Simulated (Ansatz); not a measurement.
Start from `[F][Mo]([F])([F])([F])([F])[Cl]` and change one element to get `[F][W]([F])([F])([F])([F])[Cl]`.

Ansatz, PBE0-D4/def2-TZVP geometries, multiplicity 1. 

Elements past krypton have def2 core potentials.

```tsv
property	`[F][Mo]([F])([F])([F])([F])[Cl]`
HOMO–LUMO gap (PBE0/def2-TZVPP) / eV	4.98
LUMO energy (PBE/def2-TZVPP) / eV	-6.06
LUMO energy (PBE0/def2-TZVPP) / eV	-5.70
HOMO energy (B3LYP/def2-TZVPP) / eV	-10.41
size of the dipole moment (ωB97M-V/def2-TZVPP) / D	1.00
HOMO energy (ωB97M-V/def2-TZVPP) / eV	-12.88
```

(1) Give the same properties after the change, and the shifts. (Best estimate.)

Answers

(1) The calculation gave: 
```tsv
property	`[F][W]([F])([F])([F])([F])[Cl]`	shift
HOMO–LUMO gap (PBE0/def2-TZVPP) / eV	5.88	0.90
LUMO energy (PBE/def2-TZVPP) / eV	-5.21	0.85
LUMO energy (PBE0/def2-TZVPP) / eV	-4.71	0.99
HOMO energy (B3LYP/def2-TZVPP) / eV	-10.31	0.10
size of the dipole moment (ωB97M-V/def2-TZVPP) / D	0.79	-0.21
HOMO energy (ωB97M-V/def2-TZVPP) / eV	-12.81	0.07
```

With PBE0 the HOMO rises by 0.09 eV and the LUMO rises by 0.99 eV, so the gap widens by about 0.90 eV. PBE moves the HOMO by 0.08 eV and ωB97M-V by 0.07 eV. Dipoles are sizes alone; their direction can turn.

B3LYP here is the variant with VWN-RPA as its local correlation; programs differ in this.
